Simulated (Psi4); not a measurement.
hydrogen telluride (H₂Te), singlet, at a GFN2-xTB geometry (all electrons, no relativity); SVWN/STO-3G run with Psi4.

Psi4 was given this input:
```
memory 2 GB

molecule {
0 1
Te   -0.00025927    0.04373338    0.00203842
H    -1.13139252   -1.14269398   -0.07705391
H     1.14487465   -1.13144164   -0.02894369
}

set {
  basis sto-3g
  scf_type pk
  e_convergence 1e-10
}

energy('svwn')
print_variables()
```

Task: What does Psi4 print? Leave out banner, timings and long lists.

Result: 
```
   => Loading Basis Set <=

    Name: STO-3G
    Role: ORBITAL
    Keyword: BASIS

         ---------------------------------------------------------
                                   SCF
               by Justin Turney, Rob Parrish, Andy Simmonett
                          and Daniel G. A. Smith
                              RKS Reference
         ---------------------------------------------------------

  ==> Geometry <==

    Molecular point group: c2v
    Full point group: C2v

    Geometry (in Angstrom), charge = 0, multiplicity = 1:

       Center              X                  Y                   Z               Mass
    ------------   -----------------  -----------------  -----------------  -----------------
         TE           0.000000000000     0.000000000000     0.018061506279   129.906222748000
         H           -1.138401668749    -0.000000000000    -1.164042359961     1.007825032230
         H            1.138401668749     0.000000000000    -1.164042359961     1.007825032230

  Running in c2v symmetry.

  Rotational constants: A =      6.45343  B =      6.07795  C =      3.13003 [cm^-1]
  Rotational constants: A = 193468.83441  B = 182212.27900  C =  93835.95814 [MHz]
  Nuclear repulsion =   33.766768315248420

  Charge       = 0
  Multiplicity = 1
  Electrons    = 54
  Nalpha       = 27
  Nbeta        = 27

  ==> Algorithm <==

  SCF Algorithm Type is PK.
  DIIS enabled.
  MOM disabled.
  Fractional occupation disabled.
  Guess Type is SAD.
  Energy threshold   = 1.00e-10
  Density threshold  = 1.00e-06
  Integral threshold = 1.00e-12

  ==> Primary Basis <==

  Basis Set: STO-3G
    Blend: STO-3G
    Number of shells: 13
    Number of basis functions: 29
    Number of Cartesian functions: 31
    Spherical Harmonics?: true
    Max angular momentum: 2

  ==> DFT Potential <==

   => LibXC <=

    Version 7.1.2
    S. Lehtola, C. Steigemann, M. J. T. Oliveira, and M. A. L. Marques,  SoftwareX 7, 1–5 (2018) (10.1016/j.softx.2017.11.002)

   => Composite Functional: SVWN <=

    Slater exchange
    Vosko, Wilk & Nusair (VWN5_RPA)
    P. A. M. Dirac,  Math. Proc. Cambridge Philos. Soc. 26, 376 (1930) (10.1017/S0305004100016108)
    F. Bloch,  Z. Phys. 57, 545 (1929) (10.1007/BF01340281)
    S. H. Vosko, L. Wilk, and M. Nusair,  Can. J. Phys. 58, 1200 (1980) (10.1139/p80-159)

    Deriv               =              1
    GGA                 =          FALSE
    Meta                =          FALSE

    Exchange Hybrid     =          FALSE
    MP2 Hybrid          =          FALSE

   => Exchange Functionals <=

    1.0000         XC_LDA_X

   => Correlation Functionals <=

    1.0000   XC_LDA_C_VWN_RPA

   => LibXC Density Thresholds  <==

    XC_LDA_C_VWN_RPA:  1.00E-15
    XC_LDA_X:  1.00E-15

   => Molecular Quadrature <=

    Radial Scheme          =       TREUTLER
    Pruning Scheme         =           NONE
    Nuclear Scheme         =       TREUTLER

    Blocking Scheme        =         OCTREE
    BS radius alpha        =              1
    Pruning alpha          =              1
    Radial Points          =             75
    Spherical Points       =            302
    Total Points           =          63129
    Total Blocks           =            546
    Max Points             =            256
    Max Functions          =             29
    Weights Tolerance      =       1.00E-15

  ==> Integral Setup <==

  Using in-core PK algorithm.
   Calculation information:
      Number of atoms:                   3
      Number of AO shells:              13
      Number of primitives:             39
      Number of atomic orbitals:        31
      Number of basis functions:        29

      Integral cutoff                 1.00e-12
      Number of threads:                 1

  Performing in-core PK
  Using 189660 doubles for integral storage.
  We computed 4186 shell quartets total.
  Whereas there are 4186 unique shell quartets.

  ==> DiskJK: Disk-Based J/K Matrices <==

    J tasked:                  Yes
    K tasked:                   No
    wK tasked:                  No
    Schwarz Cutoff:          1E-12

  Minimum eigenvalue in the overlap matrix is 2.9598729515E-01.
  Reciprocal condition number of the overlap matrix is 1.6296710515E-01.
    Using symmetric orthogonalization.

  ==> Pre-Iterations <==

  SCF Guess: Superposition of Atomic Densities via on-the-fly atomic UHF (no occupation information).

   -------------------------
    Irrep   Nso     Nmo
   -------------------------
     A1        14      14
     A2         2       2
     B1         7       7
     B2         6       6
   -------------------------
    Total      29      29
   -------------------------

  ==> Iterations <==

                        Total Energy        Delta E     RMS |[F,P]|

   @RKS iter SAD: -6543.97197688127562   -6.54397e+03   0.00000e+00
   @RKS iter   1: -6545.45421558028738   -1.48224e+00   1.61015e-02 ADIIS/DIIS
   @RKS iter   2: -6545.47041047700441   -1.61949e-02   1.32577e-02 ADIIS/DIIS
   @RKS iter   3: -6545.52895956638804   -5.85491e-02   1.02770e-03 ADIIS/DIIS
   @RKS iter   4: -6545.52931277741209   -3.53211e-04   1.53111e-05 DIIS
   @RKS iter   5: -6545.52931284855367   -7.11416e-08   1.00800e-06 DIIS
   @RKS iter   6: -6545.52931284896749   -4.13820e-10   2.58796e-08 DIIS
   @RKS iter   7: -6545.52931284897113   -3.63798e-12   1.26096e-09 DIIS
  Energy and wave function converged.

  ==> Post-Iterations <==

   Electrons on quadrature grid:
      Ntotal   =   53.9999765451 ; deviation = -2.345e-05

    Orbital Energies [Eh]
    ---------------------

    Doubly Occupied:

       1A1  -1103.643330     2A1  -163.125836     1B1  -155.806629
       3A1  -155.806082     1B2  -155.804634     4A1   -30.803301
       2B1   -28.244585     5A1   -28.242723     2B2   -28.238055
       3B1   -19.979993     6A1   -19.979838     1A2   -19.976896
       3B2   -19.975608     7A1   -19.975091     8A1    -4.931338
       4B1    -3.786230     9A1    -3.778960     4B2    -3.762733
       5B1    -1.146082    10A1    -1.137862     2A2    -1.126132
      11A1    -1.121740     5B2    -1.121220    12A1    -0.494630
       6B1    -0.330134    13A1    -0.222107     6B2    -0.135547

    Virtual:

       7B1     0.076215    14A1     0.193566

    Final Occupation by Irrep:
             A1    A2    B1    B2
    DOCC [    13,    2,    6,    6 ]
    NA   [    13,    2,    6,    6 ]
    NB   [    13,    2,    6,    6 ]

  @RKS Final Energy: -6545.52931284897113

   => Energetics <=

    Nuclear Repulsion Energy =             33.7667683152484202
    One-Electron Energy =               -9100.0935706143663992
    Two-Electron Energy =                2688.0834494600221660
    DFT Exchange-Correlation Energy =    -167.2859600098751400
    Empirical Dispersion Energy =           0.0000000000000000
    VV10 Nonlocal Energy =                  0.0000000000000000
    Total Energy =                      -6545.5293128489711307

Computation Completed

Properties will be evaluated at   0.000000,   0.000000,   0.000000 [a0]

Properties computed using the SCF density matrix

 Multipole Moments:

 ------------------------------------------------------------------------------------
     Multipole            Electronic (a.u.)      Nuclear  (a.u.)        Total (a.u.)
 ------------------------------------------------------------------------------------

 L = 1.  Multiply by 2.5417464519 to convert [e a0] to [Debye]
 Dipole X            :          0.0000000            0.0000000            0.0000000
 Dipole Y            :          0.0000000            0.0000000            0.0000000
 Dipole Z            :          1.9342220           -2.6246149           -0.6903929
 Magnitude           :                                                    0.6903929

 ------------------------------------------------------------------------------------

  Variable Map:
  ----------------------------------------------------------------------------
  "CURRENT ENERGY"              =>   -6545.529312848971
  "CURRENT REFERENCE ENERGY"    =>   -6545.529312848971
  "DD SOLVATION ENERGY"         =>       0.000000000000
  "DFT FUNCTIONAL TOTAL ENERGY" =>   -6545.529312848971
  "DFT TOTAL ENERGY"            =>   -6545.529312848971
  "DFT VV10 ENERGY"             =>       0.000000000000
  "DFT XC ENERGY"               =>    -167.285960009875
  "GRID ELECTRONS ALPHA"        =>      26.999988272560
  "GRID ELECTRONS BETA"         =>      26.999988272560
  "GRID ELECTRONS TOTAL"        =>      53.999976545119
  "NUCLEAR REPULSION ENERGY"    =>      33.766768315248
  "ONE-ELECTRON ENERGY"         =>   -9100.093570614366
  "PCM POLARIZATION ENERGY"     =>       0.000000000000
  "PE ENERGY"                   =>       0.000000000000
  "SCF ITERATION ENERGY"        =>   -6545.529312848971
  "SCF ITERATIONS"              =>       7.000000000000
  "SCF TOTAL ENERGY"            =>   -6545.529312848971
  "TWO-ELECTRON ENERGY"         =>    2688.083449460022
  "XC GRID RADIAL POINTS"       =>      75.000000000000
  "XC GRID SPHERICAL POINTS"    =>     302.000000000000
  "XC GRID TOTAL POINTS"        =>   63129.000000000000

  Array Variable Map:
  ----------------------------------------------------------------------------
  "CURRENT DIPOLE"              =>       0.000000000000 ... -0.690392894152 1 by 3
  "SCF DIPOLE"                  =>       0.000000000000 ... -0.690392894152 1 by 3
  "SCF TOTAL ENERGIES"          =>   -6543.971976881276 ... -6545.529312848971 1 by 8
```
